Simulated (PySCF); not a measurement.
Run record: geometry optimisation, `c1c(C#CC)ccc(C(F)(F)F)c1`.

Method: PBE0-D3(BJ)/def2-SVP geometry optimisation, gas phase (PySCF 2.14.0). Start geometry: GFN2-xTB. The command runs a driver script over a list of jobs; the input below is this job's line of settings and its coordinates in Å.

Command:
```bash
OMP_NUM_THREADS=1 python probes_run.py task.json out
```

Input:
```
{"job": {"xc": "PBE0", "basis": "def2-SVP", "d3": "d3bj", "grid": 1, "kind": "geom"}, "charge": 0, "multiplicity": 1}
C     -4.514627    -0.892175    -0.491577
C     -3.104000    -0.615124    -0.373080
C     -1.927726    -0.382637    -0.271792
C     -0.545363    -0.109595    -0.153747
C      0.104379     0.658992    -1.121589
C      1.454033     0.922270    -1.009503
C      2.166273     0.415154     0.071259
C      3.628366     0.719823     0.206635
F      4.240905     0.884184    -0.977125
F      4.305506    -0.242384     0.854118
F      3.849516     1.858230     0.898998
C      1.528442    -0.343909     1.045580
C      0.178966    -0.607101     0.931398
H     -5.090085    -0.023517    -0.172137
H     -4.784639    -1.742755     0.133376
H     -4.765840    -1.118185    -1.527477
H     -0.457456     1.044591    -1.958599
H      1.960810     1.512983    -1.757485
H      2.092547    -0.728884     1.881484
H     -0.325156    -1.199282     1.679743
```

Output:
```
step   0  E = -683.54190919  max force = 0.017925
step   1  E = -683.54390680  max force = 0.006792
step   2  E = -683.54403489  max force = 0.003156
step   3  E = -683.54408523  max force = 0.001095
step   4  E = -683.54409270  max force = 0.000965
step   5  E = -683.54410999  max force = 0.000435
step   6  E = -683.54410840  max force = 0.000458
step   7  E = -683.54411267  max force = 0.000291
optimisation converged
```

Energies in Eh; «max force» is the largest Cartesian gradient component in Eh/bohr.

Give the first gradient maximum in eV/Å.

With 1 Eh/bohr = 51.422 eV/Å, 0.922 eV/Å.

How much energy does the optimisation release, in kJ/mol?

E(step 0) − E(last step) = 0.002203 Eh, which is 5.8 kJ/mol.

In short: final energy -683.54411 Eh after 7 steps; dipole 3.53 D.

Give the final coordinates.

0.092 Å rms from the input after alignment:
```
atom  x, y, z in Å
C1    -4.5688   -0.7839   -0.4951
C2    -3.1432   -0.5357   -0.3786
C3    -1.9503   -0.3276   -0.2804
C4    -0.5476   -0.0893   -0.1628
C5     0.1362    0.6694   -1.1281
C6     1.5025    0.8956   -1.0126
C7     2.2092    0.3684    0.0681
C8     3.6787    0.6394    0.2293
F9     4.2456    1.0239   -0.9174
F10    4.3340   -0.4435    0.6615
F11    3.9034    1.6097    1.1249
C12    1.5426   -0.3896    1.0336
C13    0.1782   -0.6165    0.9211
H14   -5.1511    0.0962   -0.1789
H15   -4.8761   -1.6340    0.1336
H16   -4.8478   -1.0140   -1.5353
H17   -0.4185    1.0784   -1.9743
H18    2.0274    1.4809   -1.7694
H19    2.0991   -0.8098    1.8738
H20   -0.3445   -1.2107    1.6724
```

Rough CPU time on one thread of a shared machine: about 10 min.
Labels such as C1 count atoms from 1, the log's own numbers from 0.
